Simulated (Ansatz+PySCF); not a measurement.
The numbers below are computed, except where a source is named.
## benzene → phenyl + H

benzene (charge 0, multiplicity 1):
```csv
atom,x (Å),y (Å),z (Å)
C,1.3949,0.0000,0.0000
C,0.6975,1.2081,0.0000
C,-0.6975,1.2081,0.0000
C,-1.3949,0.0000,0.0000
C,-0.6975,-1.2081,0.0000
C,0.6975,-1.2081,0.0000
H,2.4880,0.0000,0.0000
H,1.2440,2.1546,0.0000
H,-1.2440,2.1546,0.0000
H,-2.4880,0.0000,0.0000
H,-1.2440,-2.1546,0.0000
H,1.2440,-2.1546,0.0000
```

phenyl (charge 0, multiplicity 2):
| atom | x (Å) | y (Å) | z (Å) |
| --- | --- | --- | --- |
| C | 1.3970 | 0.0000 | 0.0000 |
| C | 0.7708 | 1.2260 | 0.0000 |
| C | -0.6310 | 1.2129 | 0.0000 |
| C | -1.3222 | 0.0000 | 0.0000 |
| C | -0.6310 | -1.2129 | 0.0000 |
| C | 0.7708 | -1.2260 | 0.0000 |
| H | 1.3261 | 2.1679 | 0.0000 |
| H | -1.1817 | 2.1579 | 0.0000 |
| H | -2.4148 | 0.0000 | 0.0000 |
| H | -1.1817 | -2.1579 | 0.0000 |
| H | 1.3261 | -2.1679 | 0.0000 |

Shapes relaxed with PBE0/def2-SVP. Single points in def2-SVP with Ansatz (development build ahead of 0.2.0), no zero-point energy. Correlated methods freeze no orbital on H to Be, one on B to Mg, five on Al to Zn, nine on Ga to Sr.

```
              method  reaction energy
     HF (restricted)     406.9 kJ/mol
   HF (unrestricted)     379.2 kJ/mol
 PBE0 (unrestricted)     484.3 kJ/mol
  wB97X (restricted)     498.3 kJ/mol
wB97X (unrestricted)     493.7 kJ/mol
```

What does PBE0 (restricted) give?

488.5 kJ/mol. Caution for HF (unrestricted): the determinant breaks the point group; the unrestricted determinant is spin contaminated.
